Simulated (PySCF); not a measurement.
**Radial density of As²⁹⁺ (arsenic, charge +29)**

B3LYP, [He] 2s2, closed-shell 1S. Calculation: PySCF 2.14, in an uncontracted even-tempered set (19 s from 9.3 bohr⁻², ratio 2.2; 8 p from 14 bohr⁻², ratio 2.4; 5 d from 43 bohr⁻², ratio 2.4; 5 f from 65 bohr⁻², ratio 2.4; 4 g from 97 bohr⁻², ratio 2.4); scalar relativity by spin-free X2C-1e.

```csv
r (bohr),4πr²ρ (e/bohr)
0.000985,0.4623
0.00166,1.147
0.00279,2.769
0.00469,6.388
0.00788,13.61
0.0133,25.25
0.0223,36.86
0.0375,35.45
0.0631,17.27
0.106,9.352
0.179,11.77
0.300,2.844
0.505,0.04484
```

Densities and radii are taken from the X2C orbitals without a picture-change correction, which distorts them close to the nucleus.
